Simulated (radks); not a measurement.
Results of a calculation; reference values are marked as such.
Initial-state core-level shifts of neutral tin when its valence configuration changes from [Kr] 4d10 5s2 5p2. Level of theory: Dirac Kohn-Sham, PBE, spin-unpolarised, spherical densities, finite nucleus; open shells are shared between the two j in proportion to 2j + 1; Fermi nuclear charge, rms radius 4.6519 fm (a radial shooting solver on a logarithmic mesh with Libxc functionals). Shifts are changes of the shell-averaged eigenvalues in eV (positive: less bound); the change of the density at the nucleus, which sets a Mossbauer isomer shift, is in e/bohr^3, on a base of 1.911e+05.

valence               1s       3s       3d       4s  density at nucleus
4d8 5s2 5p4      -15.634  -15.907  -16.038  -13.741              +40.18
4d10 5p4          -3.022   -2.980   -2.973   -2.990              -76.28
4d8 5p6          -18.276  -18.530  -18.657  -16.319              -58.49
4d10 5s1 5p3      -1.560   -1.537   -1.533   -1.542              -36.66
4d9 5s2 5p3       -7.704   -7.848   -7.906   -6.878              +19.56
4d9 5s1.5 5p3.5   -8.432   -8.567   -8.624   -7.592               -1.34
4d9 5s1 5p4       -9.140   -9.268   -9.324   -8.288              -22.92
4d9 5p5          -10.509  -10.623  -10.676   -9.633              -68.04
4d9.5 5s0.5 5p4   -6.033   -6.078   -6.101   -5.617              -50.81
